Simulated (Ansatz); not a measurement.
Species: H4B2O, SMILES `BOB` (charge 0, multiplicity 1).

Task: Give a relaxed geometry from PBE0-D3(BJ)/def2-TZVP (Ansatz, a program for electronic structure).

Result: the end point of this relaxation (outside a Z-matrix the atoms follow the SMILES, hydrogens last).
Bonds (Å): B1–O2 1.331, B1–H4 1.198, B1–H5 1.198, O2–B3 1.331, B3–H6 1.198, B3–H7 1.198. Angles (°): O2–B1–H4 118.5, O2–B1–H5 118.5, H4–B1–H5 123.1, B1–O2–B3 179.9, O2–B3–H6 118.5, O2–B3–H7 118.5, H6–B3–H7 123.1.
